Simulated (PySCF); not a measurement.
# Structure from 2D NMR

Compound of formula C₅H₉ClSi. Correlations simulated from computed shifts and the bond graph:

HSQC (one-bond C–H):
```tsv
δH	δC
2.39	84.9
1.91	32.2
0.55	-8.1
```

COSY cross peaks (H two or three bonds apart, from the bond graph; peaks can be absent where the dihedral angle is near 90°):
```tsv
δH	δH
4.36	4.22
4.36	0.55
4.22	0.55
```

HMBC (two and three bonds, from the bond graph):
```tsv
δH	δC
4.36	90.4, 51.6, 32.2, -8.1
4.22	90.4, 51.6, 32.2, -8.1
2.39	90.4, 51.6
1.91	90.4, 51.6
0.55	51.6
```

Carbons without hydrogens: δ 90.4, 51.6.

- structure optimised with GFN2-xTB
- shielding tensors at PBE0/pcSseg-1 (GIAO)
- code: PySCF 2.14.0 with density-fitted response routines
- relativity neglected, no solvent model, one averaged value for each set of equivalent atoms, a single conformation

δ = σ(ref) − σ, references computed at the same level: TMS for $^{1}$H and $^{13}$C.

Exchangeable hydrogens are left out of these lists.

Work out the connectivity.

Results:

`InChI=1S/C5H9ClSi/c1-4-5(2,6)7-3/h1H,7H2,2-3H3/t5-/m1/s1`.

Structure with atom numbers: `[CH:1]#[C:2][C@:3]([CH3:4])([Cl:5])[SiH2:6][CH3:7]`. Hydrogens are named by the atom that carries them. Ha(Si6) is pro-R; Hb(Si6) is pro-S.

1. δC 90.4 is C2, an alkyne carbon.
2. δC 84.9 is C1, a terminal alkyne carbon (δH 2.39).
3. δC 51.6 is C3, a propargylic fully substituted sp3 carbon bonded to Cl and Si.
4. δC 32.2 is C4, a methyl carbon (δH 1.91).
5. δC -8.1 is C7, a methyl carbon bonded to Si (δH 0.55).
6. HMBC from δH 4.36 reaches the proton-free carbons C2, C3.
7. HMBC from δH 4.22 reaches the proton-free carbons C2, C3.
8. HMBC from δH 2.39 reaches the proton-free carbons C2, C3.
9. HMBC from δH 1.91 reaches the proton-free carbons C2, C3.
10. COSY links 4.36–4.22, 4.36–0.55, 4.22–0.55.

The shifts were computed for this structure.

Carbons that carry Cl, above all several Cl atoms, come out too deshielded, partly because spin–orbit coupling is missing. Shifts are as computed. Against solution values, carbons near 30 ppm lie about +3 ppm off and those near 130 ppm about +5 ppm; carbons on Cl a further +6 ppm. Of 1211 compounds with measured shifts, 218 miss one by over three times the rms of a fit or turn the order of signals round; such compounds aren't used in these exercises.
